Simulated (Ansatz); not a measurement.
Species: C$_{5}$H$_{8}$, SMILES `C=C/C=C/C` (C–C–C–C torsion 180°) (charge 0, multiplicity 1).

Give a relaxed geometry from Ansatz (a program for electronic structure) with B3LYP-D3(BJ)/def2-TZVP.

One answer among several that fit: the end point of this relaxation, one of several conformers (outside a Z-matrix the atoms follow the SMILES, hydrogens last).
Z-matrix (Å, degrees):
```
C
C 1 1.3360
H 2 1.0876 1 118.40
H 1 1.0877 2 119.18 3 -180.00
C 1 1.4503 4 116.57 2 -180.00
C 5 1.3346 1 124.55 4 0.00
H 6 1.0815 5 121.73 1 -179.99
H 6 1.0840 7 116.95 5 -179.98
H 5 1.0868 6 119.24 7 0.01
C 2 1.4929 3 116.43 1 -180.00
H 10 1.0908 2 111.52 3 180.00
H 10 1.0944 11 108.20 2 122.50
H 10 1.0944 11 108.20 12 114.99
```
